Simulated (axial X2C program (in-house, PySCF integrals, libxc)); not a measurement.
# Which functional? An output for SbB

An SCF output computed with an in-house all-electron X2C program for linear molecules (integrals from PySCF) for SbB at 2.061 Å, two-component, state Ω = 2, Sb dyall-cv3z [11s12p8d4f1g], B dyall-v3z [7s6p2d1f] (cores contracted in-house), without its first line:

```
basis functions 166  fitting functions 915  grid points 5079
iter        total energy     max residual
   1      -6499.852034402     3.87e-01
   2      -6499.874668945     9.21e-03
   3      -6499.876083061     2.32e-02
   4      -6499.876553384     7.33e-03
   5      -6499.876762614     3.95e-03
   6      -6499.876954881     7.87e-03
   7      -6499.877155119     6.53e-03
   8      -6499.877317312     2.38e-03
   9      -6499.877391683     1.13e-03
  10      -6499.877409933     9.82e-04
  11      -6499.877413634     3.58e-04
  12      -6499.877415364     1.99e-04
  13      -6499.877416105     2.58e-04
  14      -6499.877416548     1.04e-04
  15      -6499.877416799     6.61e-05
  16      -6499.877416928     7.98e-05
  17      -6499.877416972     4.12e-05
  18      -6499.877416984     1.58e-05
  19      -6499.877416990     1.39e-05
  20      -6499.877416994     1.63e-05
  21      -6499.877416996     7.67e-06
  22      -6499.877416997     2.04e-06
converged
one-electron -9055.19762451  Coulomb 2666.72879384  exact exchange -173.10572614  xc functional 0.00000000  nuclear repulsion 65.47316292  atomic mean-field constant -3.77602311
```

Question: Which level of theory produced it?
A. r2SCAN
B. HF
C. PBE0

Answer: B. The exact-exchange term against the functional term shows a share of 1 of exact exchange.
